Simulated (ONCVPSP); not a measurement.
**What one change does to a pseudopotential (Rb, ONCV)**

rubidium (Rb), optimised norm-conserving Vanderbilt (ONCV), made with ONCVPSP 4.0.1 (PBEsol, scalar-relativistic). Core [Ar] 3d10, reference 4s2 4p6 4d1. Waves: 4s: rc 2.10 bohr, ncon 3, nbas 7, qcut 7.4 1/bohr, 2 projectors, debl 2.6 Ha; 4p: rc 2.50 bohr, ncon 4, nbas 7, qcut 4.7 1/bohr, 1 projector; 4d: rc 4.00 bohr, ncon 5, nbas 8, qcut 2.5 1/bohr, 2 projectors, debl 1.7 Ha. Local part: polynomial inside 2.00 bohr (lpopt 5, dvloc0 1 Ha). Core correction: none.

All-electron outer shells of the reference configuration (PBEsol, scalar-relativistic, ld1.x):

```
shell  level (eV)  outermost node (bohr)  outermost maximum (bohr)
   4s      -33.21                   0.62                      1.25
   4p      -17.28                   0.64                      1.42
   4d       -0.63                   0.70                      7.31
```

Change: s: qcut 8.2; p: qcut 5.2; d: qcut 2.8.

Cutoffs: the cutoffs (Ha) at which the residual kinetic energy of the hardest occupied pseudo-wave falls to 1 and 0.1 mHa per electron; they do not see the model core or the augmentation charge, which bear on the density cutoff. Errors are all-electron minus pseudo energies relative to the spin-unpolarised reference configuration.

Problem. How do hardness, ghosts and transferability respond?

Solution. The potential gets harder (15 Ha and 19 Ha → 17 Ha and 21 Ha); of the 3 tests that both files solve, the error grows in 0 and shrinks in 1 by more than 15 % and 0.3 meV (median size 1.2 → 0.9 meV); the range in which the d phases agree widens (upper end 0.3 → 2.1); neither file shows a bound ghost.

| quantity | base | changed |
| --- | --- | --- |
| cutoff, loose | 15 Ha | 17 Ha |
| cutoff, tight | 19 Ha | 21 Ha |
| loose cutoff by channel | s 15 Ha, p 6.9 Ha, d 3.4 Ha | s 17 Ha, p 7.0 Ha, d 3.4 Ha |
| bound ghosts | none | none |
| GHOST(+) flags under 300 eV | none | none |
| tests with a reliable result | 3 of 4 | 3 of 4 |
| error for 4s2 4p6 4d0 5s1, meV [ΔE -2.21 eV] | +0.5 | +0.4 |
| error for 4s2 4p6 4d0, meV [ΔE 1.86 eV] | +2.5 | +2.0 |
| error for 4s2 4p6 4d0 5s0.5, meV [ΔE -0.65 eV] | +1.2 | +0.9 |
| s: phases at 2.13 bohr within 0.05 rad from the reference energy up to (Ha; the scan ends near 5) | to the end of the scan | to the end of the scan |
| p: phases at 2.54 bohr within 0.05 rad from the reference energy up to (Ha; the scan ends near 5) | 0.5 | 0.5 |
| d: phases at 4.05 bohr within 0.05 rad from the reference energy up to (Ha; the scan ends near 5) | 0.3 | 2.1 |
